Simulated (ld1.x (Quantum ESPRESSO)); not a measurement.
## Pseudopotential generation for Li (Z = 3): PAW, PBE, scalar-relativistic.

- Element: Li (Z = 3)
- Generator: ld1.x (Quantum ESPRESSO) 7.5
- Type: PAW
- Functional: PBE
- Relativity: scalar-relativistic
- Frozen core: none
- Valence charge: 3
- Reference configuration: 1s2 2s1 2p0
- Partial waves: 1s (bound): rcut 0.95, rcutus 1.35 bohr; 2s (bound): rcut 0.95, rcutus 1.35 bohr; 2p (bound, empty): rcut 3.50, rcutus 4.50 bohr; 2p channel at 1.95 Ry: rcut 3.50, rcutus 4.50 bohr; 3d channel at 0.25 Ry: rcut 3.50, rcutus 4.60 bohr; 3d channel at 2.75 Ry: rcut 3.50, rcutus 4.60 bohr
- Local potential: all-electron potential smoothed inside 1.05 bohr (lloc = -1)
- Core correction: none
- Augmentation charge: PSQ, inside the norm-conserving radii

- Cutoffs needed: 40 Ry and 55 Ry (the cutoffs (Ry, on a coarse ladder) from which the occupation-weighted sum of valence levels, in a spherical-Bessel basis at the reference potential, stays within 10 and 1 mRy of its value at 400 Ry)
- Ghost test: no extra level below or beside the all-electron valence levels (s, p, d, f tested) (spherical-Bessel basis up to 400 Ry, 20 bohr box)
- Configuration tests: test run stopped at test 4 of 4 (negative rho)
- Lowest eigenvalue of the overlap operator: 0.15 (s channel)
- Density cutoff estimated by the generator: 320 Ry
